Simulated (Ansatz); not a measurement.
The cluster Al₃Sb₃⁺. Total charge 1; quartet. Geometry PBE0-D4/def2-SVP.

```
atom   x (Å)   y (Å)   z (Å)
 Al1  -0.595   1.180   0.870
 Al2   1.520  -0.408   0.156
 Al3  -0.925  -0.771  -1.025
 Sb4  -2.877   0.768  -0.290
 Sb5   1.125  -2.232  -1.643
 Sb6   1.752   1.464   1.933
```

In the def2 sets Sb takes a core potential, while STO-3G treats all electrons; there is no spin–orbit coupling. At HF/STO-3G the charge 1 quartet is spin-contaminated (final ⟨S²⟩ up to 3.92, 3.75 for a pure state). At PBE0-D4/def2-TZVP a doublet of charge 1 lies 0.21 eV below the quartet, each at its own geometry. The structure comes from a short search, and lower isomers may exist.

Question: Estimate the α-spin orbital energies around the gap (eV) in Ansatz with HF/STO-3G, PBE-D4/def2-TZVP, BLYP-D4/def2-TZVP, r2SCAN-D4/def2-TZVP, B97M-V/def2-TZVP.

Answer: 
| orbital | HF/STO-3G | PBE-D4/def2-TZVP | BLYP-D4/def2-TZVP | r2SCAN-D4/def2-TZVP | B97M-V/def2-TZVP |
| --- | --- | --- | --- | --- | --- |
| HOMO−13 | -36.05 | -36.81 | -36.59 | -37.67 | -38.02 |
| HOMO−12 | -22.14 | -18.32 | -18.10 | -18.95 | -18.61 |
| HOMO−11 | -19.96 | -17.74 | -17.52 | -18.32 | -17.91 |
| HOMO−10 | -19.96 | -17.74 | -17.52 | -18.32 | -17.91 |
| HOMO−9 | -14.52 | -13.86 | -13.64 | -14.24 | -13.93 |
| HOMO−8 | -13.34 | -12.13 | -11.91 | -12.41 | -12.27 |
| HOMO−7 | -13.34 | -12.13 | -11.91 | -12.41 | -12.27 |
| HOMO−6 | -10.66 | -10.46 | -10.19 | -10.73 | -10.59 |
| HOMO−5 | -10.53 | -10.46 | -10.19 | -10.73 | -10.59 |
| HOMO−4 | -10.53 | -10.28 | -9.95 | -10.62 | -10.35 |
| HOMO−3 | -9.86 | -9.82 | -9.55 | -10.04 | -9.91 |
| HOMO−2 | -9.85 | -9.44 | -9.14 | -9.83 | -9.51 |
| HOMO−1 | -9.75 | -9.44 | -9.14 | -9.83 | -9.51 |
| HOMO | -7.23 | -8.65 | -8.39 | -8.90 | -8.64 |
| LUMO | 0.76 | -6.81 | -6.61 | -6.78 | -6.55 |
| LUMO+1 | 0.76 | -6.76 | -6.48 | -6.70 | -6.55 |
| LUMO+2 | 1.53 | -6.21 | -6.03 | -6.06 | -5.86 |
| LUMO+3 | 2.25 | -6.21 | -6.03 | -6.06 | -5.86 |
| LUMO+4 | 4.17 | -5.69 | -5.45 | -5.50 | -5.46 |
| LUMO+5 | 4.17 | -5.69 | -5.45 | -5.50 | -5.46 |
| β HOMO | -6.90 | -9.56 | -9.35 | -9.82 | -9.58 |
| β LUMO | -1.10 | -8.64 | -8.50 | -8.49 | -8.46 |
